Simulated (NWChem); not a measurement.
Species: BHBrCl; SMILES ClBBr

```xyz
4

B     -0.7471    -0.5889     0.0000
H     -1.9451    -0.6505     0.0028
Cl     0.1934    -2.0488    -0.0002
Br     0.0874     1.1135    -0.0002
```
Atoms are numbered in this order, from 1.

Program: NWChem. The geometry was optimised at PBE0/def2-SVP. B3LYP is NWChem's, with the RPA form of VWN correlation. Vzz is the largest principal value of the second derivative of the potential at the nucleus (NWChem prints the opposite sign); η is the asymmetry. Non-relativistic.

Task: What does the run give for B3LYP/def2-SVP? Quantities: Vzz B1 (a.u.); η B1; Vzz Cl3 (a.u.); η Cl3; Vzz Br4 (a.u.); η Br4.

Result: 
- Vzz B1 (a.u.) = 0.349
- η B1 = 0.59
- Vzz Cl3 (a.u.) = 1.869
- η Cl3 = 0.77
- Vzz Br4 (a.u.) = 4.027
- η Br4 = 0.67
